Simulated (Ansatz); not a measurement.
Consider the redistribution: `CO[SiH](N)Cl` + `CS[Si]O` → `CS[SiH](N)Cl` + `CO[Si]O`.

Computed with Ansatz on PBE0-D4/def2-TZVP structures; ΔE is electronic, products minus reactants. CCSD(T)/CBS adds triple-zeta CCSD(T) − MP2 to the extrapolated MP2 energy (def2 sets, frozen cores). This one scheme is used for every species. DFT in def2-TZVPP. B3LYP here is the variant with VWN-RPA as its local correlation; programs differ in this. Each species was taken in one conformer, which may not be the lowest.

`CO[SiH](N)Cl`:

```xyz
11

C    -1.082    1.509   -0.469
O    -0.801    0.233    0.062
Si    0.696   -0.407    0.163
N     0.698   -1.975    0.794
Cl    1.474   -0.490   -1.742
H    -0.868    1.544   -1.542
H    -0.499    2.291    0.031
H    -2.143    1.714   -0.315
H     1.558    0.470    0.985
H     0.591   -2.130    1.783
H     0.376   -2.758    0.249
```

`CS[Si]O`:

Cartesian coordinates in Å:
```
C -1.441 -0.127 0.556
S 0.362 -0.074 0.737
Si 0.920 0.198 -1.317
O 2.564 0.252 -1.196
H -1.882 0.681 1.137
H -1.809 -1.084 0.925
H -1.724 -0.013 -0.493
H 3.010 0.168 -0.349
```

`CS[SiH](N)Cl`:

Z-matrix (Å, degrees):
```
C
S 1 1.817
H 1 1.089 2 110.3
H 1 1.089 2 106.8 3 118.9
H 1 1.089 2 110.7 3 -122.0
Si 2 2.108 1 100.1 3 73.4
Cl 6 2.061 2 113.5 1 -61.2
N 6 1.703 2 110.5 1 55.5
H 6 1.481 2 104.5 1 -177.0
H 8 1.006 6 120.9 2 -153.6
H 8 1.007 6 120.8 2 54.4
```

`CO[Si]O`:

Z-matrix (Å, degrees):
```
C
O 1 1.411
H 1 1.092 2 109.5
H 1 1.097 2 112.0 3 -120.5
H 1 1.092 2 109.5 3 119.0
Si 2 1.657 1 123.9 3 120.6
O 6 1.644 2 99.6 1 -180.0
H 7 0.963 6 117.2 2 0.0
```

```csv
level,ΔE (kJ/mol),difference from CCSD(T)/CBS
PBE-D4,2.7,0.9
PBE0-D4,2.7,0.9
ωB97M-V,-0.2,-2.0
PBE,4.6,2.8
PBE0,4.4,2.6
B3LYP,5.3,3.5
HF/def2-TZVPP,6.1,4.3
MP2/def2-TZVPP,0.2,-1.6
SCS-MP2/def2-TZVPP,0.4,-1.4
CCSD/def2-TZVPP,1.5,-0.3
CCSD(T)/def2-TZVPP,1.8,0.0
HF/def2-QZVPP,6.0,4.2
SCS-MP2/def2-QZVPP,0.5,-1.3
HF/CBS(def2),6.0,4.2
MP2/CBS(def2),0.3,-1.5
CCSD/CBS(def2),1.6,-0.2
CCSD(T)/CBS,1.8,0
```

Largest T1 diagnostic among the species: 0.014.

In def2-TZVPP, CCSD(T) changes the Hartree–Fock value by −4.4 kJ/mol (the triples alone add +0.2 kJ/mol) and MP2 by −5.9 kJ/mol.
